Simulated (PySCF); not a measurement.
YOCl, SMILES [O]=[Y][Cl].

Coordinates come from a PBE0-D3(BJ)/def2-TZVP optimisation. The def2 effective core potentials stand for the cores of Y; spin–orbit coupling is left out.

These are r2SCAN/def2-TZVPD (PySCF) values and carry that method's errors.

Symmetry labels are those of the subgroup Cs that the program uses (full group Cs).

Computed valence orbital energies around the gap with their symmetry:
```
orbital  symmetry  energy (eV)
-------  --------  -----------
HOMO−7         A'       -20.16
HOMO−6         A'       -19.27
HOMO−5         A'        -7.86
HOMO−4         A"        -7.30
HOMO−3         A'        -7.27
HOMO−2         A"        -6.50
HOMO−1         A'        -6.35
HOMO           A'        -5.94
LUMO           A'        -2.59
LUMO+1         A'        -1.51
LUMO+2         A"        -1.51
LUMO+3         A"        -0.39
```
